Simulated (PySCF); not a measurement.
CH6FNOSi2, SMILES F[Si@H]1N[SiH2]CO1. The structure is a stationary point at PBE0-D3(BJ)/def2-SVP. The structure was generated by enumeration; whether it is a known compound was not checked. One conformer was computed; it need not be the lowest.

### Question
Give the equilibrium geometry at PBE0-D3(BJ)/def2-SVP (PySCF confirms it by a frequency run) as bond lengths and angles. (An estimate is asked for; the answer gives what the named calculation found.)

### Answer
This is not unique; one that fits is 
Atoms: F1 Si2 N3 Si4 C5 O6 H7 H8 H9 H10 H11 H12. Bond lengths (Å): F1–Si2 1.621, Si2–N3 1.719, Si2–O6 1.653, Si2–H7 1.476, N3–Si4 1.746, N3–H8 1.013, Si4–C5 1.920, Si4–H9 1.495, Si4–H10 1.496, C5–O6 1.422, C5–H11 1.102, C5–H12 1.105. Bond angles (°): F1–Si2–N3 111.5, F1–Si2–O6 110.8, F1–Si2–H7 104.9, N3–Si2–O6 101.3, N3–Si2–H7 117.0, O6–Si2–H7 111.4, Si2–N3–Si4 113.0, Si2–N3–H8 123.4, Si4–N3–H8 123.5, N3–Si4–C5 96.2, N3–Si4–H9 113.6, N3–Si4–H10 113.2, C5–Si4–H9 112.8, C5–Si4–H10 113.5, H9–Si4–H10 107.4, Si4–C5–O6 108.7, Si4–C5–H11 112.0, Si4–C5–H12 110.7, O6–C5–H11 108.8, O6–C5–H12 109.9, H11–C5–H12 106.7, Si2–O6–C5 118.7.
